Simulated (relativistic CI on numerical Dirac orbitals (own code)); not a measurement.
## B IV: what numerical and physical settings do to a radial Dirac CI calculation

Reference input:

```
atom B  Z=5  charge=3  electrons=2
nucleus A=11  rms_radius_fm=2.4060
hamiltonian dirac-coulomb  breit=on  qed=on  c_scale=1
orbitals kli  potential=per-configuration
slater_scale 1
correlation none
mixing on
grid step=0.0125 r_max=19.8
scf mixing=0.4 start=green max_iterations=150 tolerance=2e-08 node_fill=0.05
configurations
  1s2
  1s 2s
  1s 2p
end
```

Computed lowest total energy -21.99097 Ha, first excitation 1592525.4 cm⁻¹, 24 SCF steps. Runs with settings changed; * marks those that are bad on purpose:

| Changed | Outcome | Lowest level | ΔE (Ha) | First excitation (cm⁻¹) | SCF steps | Message |
| --- | --- | --- | --- | --- | --- | --- |
| SCF mixing 0.05, iteration limit 30 | converged | 1s2 1S_0 | 1.68e-12 | 1592525.4 | 26 |  |
| SCF tolerance 1e-05 | converged | 1s2 1S_0 | -4.16e-11 | 1592525.4 | 19 |  |
| SCF tolerance 1e-06 | converged | 1s2 1S_0 | -4.16e-11 | 1592525.4 | 20 |  |
| Slater scale 0.6, SCF mixing 0.1, nuclear radius 2.1654 fm | converged | 1s2 1S_0 | 3.08e-07 | 1596041.9 | 28 |  |
| end of the grid at 4.95 bohr * | not converged |  |  |  | 16 | orbital 2s not found |
| SCF mixing 2.5 * | converged | 1s2 1S_0 | 7.7e-12 | 1592525.4 | 24 |  |

With so few configurations and no correlation, terms lie too far apart (by 10 to 50 % near neutrality), their order can be wrong, and levels of other configurations are missing.
